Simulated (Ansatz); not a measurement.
Species: C₂H₆ClSi (charge 0, doublet). It need not be the lowest isomer of its formula. SMILES: C[Si](C)Cl
Coordinates optimised at B3LYP-D3(BJ)/def2-TZVP (Ansatz, a program for electronic structure):
```
Si
C 1 1.8774
H 2 1.0899 1 111.25
H 2 1.0920 3 108.55 1 -121.45
H 2 1.0940 3 108.37 4 -117.68
C 1 1.8774 2 111.78 3 177.95
H 6 1.0899 1 111.25 2 -177.95
H 6 1.0920 7 108.55 1 121.45
H 6 1.0940 7 108.37 8 117.68
Cl 1 2.0898 2 107.91 3 59.44
```
Charge 0, spin multiplicity 2.

Quantity: vertical ionisation energy (to the singlet state of charge +1; each state is the SCF solution reached for its spin), in eV. Correlated levels leave the core frozen unless marked. UHF or UKS for open shells. No spin-orbit coupling. No relativistic terms. CBS marks a two-point X^-3 extrapolation of the correlation energy; Hartree-Fock from the larger set. [CCSD(T)-MP2]/basis is that difference in the basis named.

```csv
level,program,vertical ionisation energy (eV)
SVWN5/def2-TZVPD,Ansatz,7.74
PBE/def2-TZVPD,Ansatz,7.74
B3LYP/def2-TZVPD,Ansatz,___
PBE0/def2-TZVPD,Ansatz,7.93
BHLYP/def2-TZVPD,Ansatz,___
CAM-B3LYP/def2-TZVPD,Ansatz,7.99
wB97X-V/def2-TZVPD,Ansatz,___
B2PLYP/def2-TZVPD,Ansatz,7.82
CCSD/aug-cc-pV(D+d)Z,Ansatz,___
"RI-MP2/CBS(aug-cc-pV(T+d)Z,aug-cc-pV(Q+d)Z)+[CCSD(T)-MP2]/aug-cc-pV(D+d)Z",Ansatz,7.91
```

**Question.** Fill in the missing entries.

**Answer.** 
- B3LYP/def2-TZVPD, vertical ionisation energy (eV): 7.88
- BHLYP/def2-TZVPD, vertical ionisation energy (eV): 7.95
- wB97X-V/def2-TZVPD, vertical ionisation energy (eV): 7.90
- CCSD/aug-cc-pV(D+d)Z, vertical ionisation energy (eV): 7.86
